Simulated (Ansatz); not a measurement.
Consider the formal exchange of groups at the Si–F bond: `F[Si](F)(F)Br` + SiH₄ → `F[Si](F)([SiH3])Br` + H–F.

Gas-phase electronic energies from Ansatz, PBE0-D4/def2-TZVP geometries. CCSD(T)/CBS adds triple-zeta CCSD(T) − MP2 to the extrapolated MP2 energy (def2 sets, frozen cores). This one scheme is used for every species. For Br outer-core shells are correlated without core-valence functions, which leaves a few kJ/mol of doubt a bond. Scalar relativity is left out up to krypton.

```tsv
species	CCSD/def2-TZVPP energy (Eh)
`F[Si](F)(F)Br`	-3161.21766
SiH₄	-291.43180
`F[Si](F)([SiH3])Br`	-3352.25156
H–F	-100.33828
```

Question: Work out ΔE.

Answer: ΔE = (-3352.25156) + (-100.33828) − (-3161.21766) − (-291.43180) = 0.05962 Eh = +1.62 eV. CCSD(T)/CBS gives +1.53 eV.

Question: What do rigid-rotor, harmonic-oscillator terms from PBE0-D4/def2-TZVP frequencies (298.15 K, 1 bar) make of the CCSD(T)/CBS value? (An estimate is asked.)

Answer: The calculation gave: ΔZPE = +0.01 eV, ΔH = +1.57 eV, ΔS = 24 J/(mol·K), ΔG = +1.50 eV.

Largest T1 diagnostic among the species: 0.011.

From PBE to PBE0 (25 % exact exchange), in def2-TZVPP and without D4, ΔE moves by +0.09 eV. Leaving LDA and LC-ωPBE aside and taking each functional with its dispersion term where it has one, the values, not all of them listed here, spread over 0.36 eV, from revPBE-D4 to B97M-V. LDA lies +0.03 eV from PBE without D4. The D4 term adds −0.08 eV with B3LYP and −0.05 eV with PBE0; it sums over pairs of atoms, weighted by their polarisabilities, and B3LYP, whose exchange is more repulsive, gets the larger term.

B3LYP here is the variant with VWN-RPA as its local correlation; programs differ in this.
